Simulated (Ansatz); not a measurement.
HNSi, SMILES [NH+]#[Si-].

Geometry: PBE0-D3(BJ)/def2-TZVPD.

Two levels are set side by side: PBE/def2-TZVPD (Ansatz, a program for electronic structure) and CAM-B3LYP/def2-TZVPD (Ansatz). Energy differences of separate SCF runs at the same geometry; the states with an electron removed or added have multiplicity 2 and 2. Differences are taken from unrounded values.

```tsv
quantity	PBE
vertical ionisation energy (eV)	10.61
vertical singlet–triplet gap (eV)	4.35
```

Question: These are the PBE values. What does CAM-B3LYP give? (The exact figures need the calculation; the answer reports its results.)

Answer: 
```
quantity                           CAM-B3LYP  PBE minus CAM-B3LYP
---------------------------------  ---------  -------------------
vertical ionisation energy (eV)        10.40                 0.21
vertical singlet–triplet gap (eV)       4.18                 0.17
```
